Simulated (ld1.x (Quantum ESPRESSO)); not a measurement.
An odd input for ld1.x (Quantum ESPRESSO) 7.5 (Ir (Z = 77))

Command:

```bash
ld1.x < Ir.in > Ir.out
```

Input:

```
&input
   title='Ir', zed=77., rel=1, dft='PBE', iswitch=3,
   config='[Xe] 4f14 5d7 6s0 6p0',
   nld=4, rlderiv=3.30, eminld=-8.0, emaxld=5.0, deld=0.04
 /
 &inputp
   pseudotype=3, lpaw=.true., tm=.true., lloc=-1, rcloc=0.85,
   nlcc=.true., new_core_ps=.true., rcore=0.85,
   which_augfun='PSQ', rmatch_augfun_nc=.true.,
   file_pseudopw='Ir.UPF', file_wfcaegen='ae.wfc', file_wfcncgen='nc.wfc', file_beta='beta', file_chi='chi', file_wfcusgen='us.wfc'
 /
8
6S  1  1   0.00   0.00  1.90  2.45  0.0
6S  1  0   0.00  -0.20  1.90  2.45  0.0
6P  2  1   0.00   0.00  2.20  3.05  0.0
6P  2  1   0.00  -0.35  2.20  3.05  0.0
5D  3  2   7.00   0.00  1.50  2.00  0.0
5D  3  2   0.00  -1.10  1.50  2.00  0.0
4F  4  3  14.00   0.00  0.65  0.85  0.0
4F  4  3   0.00  -4.00  0.65  0.85  0.0
 &test
   configts(1)='4f14 5d7 6s0 6p0'
 /
```

Output:

```
Program LD1 v.7.5

 %%%%%%%%%%%%%%%%%%%%%%%%%%%%%%%%%%%%%%%%%%%%%%%%%%%%%%%%%%%%%%%%%%%%%%%%%%%%%%
     Error in routine read_psconfig (1):
     ps-label wrong?
 %%%%%%%%%%%%%%%%%%%%%%%%%%%%%%%%%%%%%%%%%%%%%%%%%%%%%%%%%%%%%%%%%%%%%%%%%%%%%%

     stopping ...
```

Task: This input was made by a single change from one that runs to its end. What was changed?

Result: The change: angular momentum of 6S typed wrongly. The program refuses the input: "read_psconfig: ps-label wrong?".
